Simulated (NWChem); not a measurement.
System: C₃H₈O₂; SMILES O(C)COC

Output (shortened):

```
             Northwest Computational Chemistry Package (NWChem) 7.3.0
             --------------------------------------------------------

 C1  symmetry detected

                             Geometry "geometry" -> ""
                             -------------------------

 Output coordinates in angstroms (scale by  1.889725989 to convert to a.u.)

  No.       Tag          Charge          X              Y              Z
 ---- ---------------- ---------- -------------- -------------- --------------
    1 C                    6.0000     0.67503130    -1.89911077     0.12616073
    2 O                    8.0000    -0.54675841    -1.28629083    -0.26270238
    3 C                    6.0000    -0.69799282     0.00676625     0.20766451
    4 O                    8.0000     0.25170609     0.85791334    -0.39942314
    5 C                    6.0000     0.20468655     2.17315252     0.10894810
    6 H                    1.0000     0.78821635    -1.89573851     1.22191507
    7 H                    1.0000     1.53846738    -1.39517146    -0.32186520
    8 H                    1.0000     0.63131043    -2.93263823    -0.22516952
    9 H                    1.0000    -1.72104624     0.31606032    -0.05507520
   10 H                    1.0000    -0.57638001     0.05082980     1.31026841
   11 H                    1.0000     0.97395681     2.74771130    -0.41258433
   12 H                    1.0000    -0.77402441     2.64807960    -0.06917810
   13 H                    1.0000     0.40956807     2.20303916     1.19205303

 Effective nuclear repulsion energy (a.u.)     195.5119722309

                                 NWChem DFT Module
                                 -----------------

 Summary of "ao basis" -> "ao basis" (spherical)
 ------------------------------------------------------------------------------
       Tag                 Description            Shells   Functions and Types
 ---------------- ------------------------------  ------  ---------------------
 C                           6-31g*                  6       14   3s2p1d
 O                           6-31g*                  6       14   3s2p1d
 H                           6-31g*                  2        2   2s

            General Information
            -------------------
          SCF calculation type: DFT
          Wavefunction type:  closed shell.
          No. of atoms     :    13
          No. of electrons :    42
           Alpha electrons :    21
            Beta electrons :    21
          Charge           :     0
          Spin multiplicity:     1
          Use of symmetry is: off; symmetry adaption is: off
          Maximum number of iterations: 150
          AO basis - number of functions:    86
                     number of shells:    46
          Convergence on energy requested:  1.00D-06
          Convergence on density requested:  1.00D-05
          Convergence on gradient requested:  5.00D-04

              XC Information
              --------------
                       M06-2X Method XC Functional
                     Hartree-Fock (Exact) Exchange  0.540
                        M06-2X Exchange Functional  1.000
                      M06-2X Correlation Potential  1.000

             Grid Information
             ----------------
          Grid used for XC integration:  xcoarse
          Radial quadrature: Mura-Knowles
          Angular quadrature: Lebedev.
          Tag              B.-S. Rad. Rad. Pts. Rad. Cut. Ang. Pts.
          ---              ---------- --------- --------- ---------
          C                   0.70       21          11.0       194
          O                   0.60       21          10.0       194
          H                   0.35       21          12.0       194
          Grid pruning is: on
          Number of quadrature shells:   273
          Spatial weights used:  Erf1

      Superposition of Atomic Density Guess
      -------------------------------------

 Sum of atomic energies:        -266.47532722

      Non-variational initial energy
      ------------------------------

 Total energy =    -269.163240
 1-e energy   =    -749.940024
 2-e energy   =     285.264811
 HOMO         =      -0.319317
 LUMO         =       0.151802

     ---------------------------------------------
      Total Density - Mulliken Population Analysis
     ---------------------------------------------

    Atom       Charge   Shell Charges
 -----------   ------   -------------------------------------------------------
    1 C    6     6.25   2.00  0.70  1.85  0.63  1.01  0.05
    2 O    8     8.67   2.00  0.92  3.00  0.90  1.82  0.02
    3 C    6     5.59   2.00  0.68  1.63  0.51  0.69  0.09
    4 O    8     8.70   2.00  0.92  3.01  0.92  1.83  0.02
    5 C    6     6.24   2.00  0.70  1.85  0.63  1.01  0.06
    6 H    1     0.81   0.48  0.34
    7 H    1     0.81   0.48  0.33
    8 H    1     0.80   0.48  0.32
    9 H    1     0.85   0.49  0.35
   10 H    1     0.86   0.49  0.37
   11 H    1     0.80   0.48  0.32
   12 H    1     0.82   0.48  0.34
   13 H    1     0.81   0.48  0.34

   convergence    iter        energy       DeltaE   RMS-Dens  Diis-err
 ---------------- ----- ----------------- --------- --------- ---------
 d= 0,ls=0.0,diis     1   -269.3331738201 -4.65D+02  9.43D-03  6.65D-01
 d= 0,ls=0.0,diis     2   -269.3610287146 -2.79D-02  4.42D-03  5.72D-01
 d= 0,ls=0.0,diis     3   -269.4138241234 -5.28D-02  7.85D-04  1.21D-02
 d= 0,ls=0.0,diis     4   -269.4148594689 -1.04D-03  3.21D-04  1.15D-03
 d= 0,ls=0.0,diis     5   -269.4149952838 -1.36D-04  5.34D-05  3.30D-05
  Resetting Diis
 d= 0,ls=0.0,diis     6   -269.4149994749 -4.19D-06  1.41D-05  2.47D-06
 d= 0,ls=0.0,diis     7   -269.4149997356 -2.61D-07  7.49D-06  3.38D-07

         Total DFT energy =     -269.414999735606
      One electron energy =     -753.706862523241
           Coulomb energy =      325.106000046559
    Exchange-Corr. energy =      -36.326109489863
 Nuclear repulsion energy =      195.511972230939

 Numeric. integr. density =       42.000907592331

                       DFT Final Molecular Orbital Analysis
                       ------------------------------------

 Vector   19  Occ=2.000000D+00  E=-3.909192D-01
              MO Center= -1.6D-01, -9.2D-01, -9.0D-02, r^2= 3.1D+00
   Bfn.  Coefficient  Atom+Function         Bfn.  Coefficient  Atom+Function
  ----- ------------  ---------------      ----- ------------  ---------------
    17      0.310931   2 O  px               19      0.246451   2 O  pz
    21      0.232374   2 O  px               18      0.216367   2 O  py
    20     -0.199876   2 O  s                23      0.184427   2 O  pz
     3     -0.182029   1 C  px               22      0.167061   2 O  py
    32     -0.146708   3 C  py               47     -0.139909   4 O  pz

 Vector   20  Occ=2.000000D+00  E=-3.390771D-01
              MO Center= -9.0D-02, -8.8D-01, -9.5D-02, r^2= 2.5D+00
   Bfn.  Coefficient  Atom+Function         Bfn.  Coefficient  Atom+Function
  ----- ------------  ---------------      ----- ------------  ---------------
    19      0.434696   2 O  pz               23      0.341157   2 O  pz
    45     -0.249052   4 O  px               17     -0.229774   2 O  px
    49     -0.206296   4 O  px               21     -0.172071   2 O  px
    18     -0.164697   2 O  py               72     -0.160835   6 H  s
    74      0.157959   7 H  s                73      0.150073   7 H  s

 Vector   21  Occ=2.000000D+00  E=-3.267747D-01
              MO Center= -1.2D-01,  7.2D-01, -2.4D-02, r^2= 2.3D+00
   Bfn.  Coefficient  Atom+Function         Bfn.  Coefficient  Atom+Function
  ----- ------------  ---------------      ----- ------------  ---------------
    47      0.390035   4 O  pz               45      0.313296   4 O  px
    51      0.313192   4 O  pz               49      0.242020   4 O  px
    80     -0.231573  10 H  s                78      0.178394   9 H  s
    19      0.175826   2 O  pz               86     -0.166256  13 H  s
    84      0.160572  12 H  s                79     -0.156405  10 H  s

 Vector   22  Occ=0.000000D+00  E= 1.336994D-01
              MO Center= -2.4D-01,  8.8D-01,  5.1D-01, r^2= 5.7D+00
   Bfn.  Coefficient  Atom+Function         Bfn.  Coefficient  Atom+Function
  ----- ------------  ---------------      ----- ------------  ---------------
    62      1.112056   5 C  s                34      1.027205   3 C  s
    80     -0.857734  10 H  s                86     -0.782780  13 H  s
    78     -0.726359   9 H  s                84     -0.708001  12 H  s
     6      0.680818   1 C  s                64      0.575208   5 C  py
    82     -0.484728  11 H  s                37      0.440705   3 C  pz

 Vector   23  Occ=0.000000D+00  E= 1.567126D-01
              MO Center=  1.7D-01, -9.1D-02,  3.6D-01, r^2= 6.8D+00
   Bfn.  Coefficient  Atom+Function         Bfn.  Coefficient  Atom+Function
  ----- ------------  ---------------      ----- ------------  ---------------
    62      1.240026   5 C  s                72      0.882745   6 H  s
     6     -0.851112   1 C  s                20     -0.793187   2 O  s
    82     -0.736579  11 H  s                84     -0.632349  12 H  s
    36     -0.584460   3 C  py                7     -0.521924   1 C  px
    80      0.512578  10 H  s                86     -0.436709  13 H  s

 Vector   24  Occ=0.000000D+00  E= 1.880200D-01
              MO Center=  4.7D-01, -3.0D-01,  1.3D-01, r^2= 7.0D+00
   Bfn.  Coefficient  Atom+Function         Bfn.  Coefficient  Atom+Function
  ----- ------------  ---------------      ----- ------------  ---------------
     6      1.575168   1 C  s                74     -1.110019   7 H  s
    76     -0.816446   8 H  s                62     -0.764112   5 C  s
    34     -0.723630   3 C  s                48      0.718764   4 O  s
    86      0.623804  13 H  s                80      0.559148  10 H  s
    64      0.472887   5 C  py               36     -0.457484   3 C  py

     ---------------------------------------------
      Total Density - Mulliken Population Analysis
     ---------------------------------------------

    Atom       Charge   Shell Charges
 -----------   ------   -------------------------------------------------------
    1 C    6     6.23   2.00  0.66  2.05  0.59  0.87  0.06
    2 O    8     8.50   2.00  0.89  2.89  0.95  1.73  0.03
    3 C    6     5.78   2.00  0.67  1.97  0.45  0.60  0.10
    4 O    8     8.50   2.00  0.89  2.89  0.97  1.74  0.03
    5 C    6     6.23   2.00  0.66  2.05  0.59  0.87  0.06
    6 H    1     0.86   0.53  0.33
    7 H    1     0.82   0.52  0.30
    8 H    1     0.82   0.53  0.29
    9 H    1     0.85   0.53  0.31
   10 H    1     0.89   0.53  0.36
   11 H    1     0.82   0.53  0.29
   12 H    1     0.85   0.53  0.32
   13 H    1     0.85   0.53  0.33

     -------------------------------------------
      Total Density - Lowdin Population Analysis
     -------------------------------------------

    Atom       Charge   Shell Charges
 -----------   ------   -------------------------------------------------------
    1 C    6     6.22   1.99  0.54  1.85  0.44  1.28  0.12
    2 O    8     8.23   1.99  0.83  2.76  0.65  1.93  0.07
    3 C    6     6.00   1.99  0.53  1.77  0.40  1.10  0.21
    4 O    8     8.26   1.99  0.84  2.76  0.66  1.94  0.06
    5 C    6     6.22   1.99  0.54  1.85  0.44  1.28  0.12
    6 H    1     0.89   0.50  0.39
    7 H    1     0.87   0.50  0.37
    8 H    1     0.86   0.50  0.36
    9 H    1     0.89   0.51  0.37
   10 H    1     0.91   0.52  0.40
   11 H    1     0.86   0.50  0.36
   12 H    1     0.89   0.50  0.38
   13 H    1     0.89   0.50  0.39

     Multipole analysis of the density
     ---------------------------------

     L   x y z        total         alpha         beta         nuclear
     -   - - -        -----         -----         ----         -------
     0   0 0 0      0.000000    -21.000000    -21.000000     42.000000

     1   1 0 0      0.147484      0.073742      0.073742      0.000000
     1   0 1 0      0.379743      0.189872      0.189872     -0.000000
     1   0 0 1      0.620492      0.310246      0.310246     -0.000000

     2   2 0 0    -22.983900    -42.209064    -42.209064     61.434227
     2   1 1 0     -1.910968      3.033233      3.033233     -7.977433
     2   1 0 1     -0.199248      0.033977      0.033977     -0.267202
     2   0 2 0    -20.263458   -193.610921   -193.610921    366.958385
     2   0 1 1     -0.136691     -0.255494     -0.255494      0.374298
     2   0 0 2    -24.132373    -24.952531    -24.952531     25.772689

            General Information
            -------------------
          SCF calculation type: DFT
          Wavefunction type:  closed shell.
          No. of atoms     :    13
          No. of electrons :    42
           Alpha electrons :    21
            Beta electrons :    21
          Charge           :     0
          Spin multiplicity:     1
          Use of symmetry is: off; symmetry adaption is: off
          Maximum number of iterations: 150
          AO basis - number of functions:    86
                     number of shells:    46
          Convergence on energy requested:  1.00D-06
          Convergence on density requested:  1.00D-05
          Convergence on gradient requested:  5.00D-04

              XC Information
              --------------
                       M06-2X Method XC Functional
                     Hartree-Fock (Exact) Exchange  0.540
                        M06-2X Exchange Functional  1.000
                      M06-2X Correlation Potential  1.000

             Grid Information
             ----------------
          Grid used for XC integration:  xcoarse
          Radial quadrature: Mura-Knowles
          Angular quadrature: Lebedev.
          Tag              B.-S. Rad. Rad. Pts. Rad. Cut. Ang. Pts.
          ---              ---------- --------- --------- ---------
          C                   0.70       21          11.0       194
          O                   0.60       21          10.0       194
          H                   0.35       21          12.0       194
          Grid pruning is: on
          Number of quadrature shells:   273
          Spatial weights used:  Erf1

          Convergence Information
          -----------------------
          Convergence aids based upon iterative change in
          total energy or number of iterations.
          Levelshifting, if invoked, occurs when the
          HOMO/LUMO gap drops below (HL_TOL):  1.00D-02
          DIIS, if invoked, will attempt to extrapolate
          using up to (NFOCK): 10 stored Fock matrices.

[...]

                         DFT ENERGY GRADIENTS

    atom               coordinates                        gradient
                 x          y          z           x          y          z
   1 C       1.275624  -3.588799   0.238409   -0.002473   0.000806  -0.000645
   2 O      -1.033224  -2.430737  -0.496436    0.000052   0.000224   0.000093
   3 C      -1.319015   0.012786   0.392429    0.000789  -0.002328  -0.001643
   4 O       0.475656   1.621221  -0.754800    0.000048   0.002787  -0.000391
   5 C       0.386801   4.106663   0.205882    0.000267  -0.003393  -0.001496
   6 H       1.489513  -3.582426   2.309085    0.000898  -0.000516   0.002758
   7 H       2.907282  -2.636492  -0.608237    0.002649   0.000454  -0.000813
   8 H       1.193004  -5.541883  -0.425509    0.000100  -0.003138  -0.000980
   9 H      -3.252306   0.597267  -0.104077   -0.002306   0.000370  -0.000151
  10 H      -1.089200   0.096054   2.476048   -0.000438   0.000202   0.002094
  11 H       1.840511   5.192421  -0.779671    0.002280   0.001893  -0.001522
  12 H      -1.462694   5.004145  -0.130728   -0.002387   0.001795  -0.000215
  13 H       0.773971   4.163140   2.252654    0.000521   0.000845   0.002912
```

Level: M06-2X/6-31G* (spherical d). Structure relaxed at the B3LYP/6-31G* (spherical d) level.

Q: Write an input that gives this output.

A: Several could match; the one computed here: the input that was run:
```
start job
memory heap 200 mb stack 900 mb global 1100 mb
geometry units angstroms noautoz
  C      0.657972    -1.899696     0.145995
  O     -0.540817    -1.290137    -0.313217
  C     -0.720749     0.003809     0.144431
  O      0.260425     0.855207    -0.409964
  C      0.182343     2.171625     0.091487
  H      0.708740    -1.893368     1.246396
  H      1.544588    -1.395267    -0.253589
  H      0.636056    -2.934180    -0.204556
  H     -1.727762     0.310531    -0.176785
  H     -0.662026     0.050861     1.252043
  H      0.978998     2.746313    -0.387016
  H     -0.785490     2.644274    -0.143166
  H      0.325332     2.204607     1.184397
end
basis spherical
  C library 6-31g*
  O library 6-31g*
  H library 6-31g*
end
dft
  xc m06-2x
  grid xcoarse
  iterations 150
  mulliken
end
task dft gradient
```
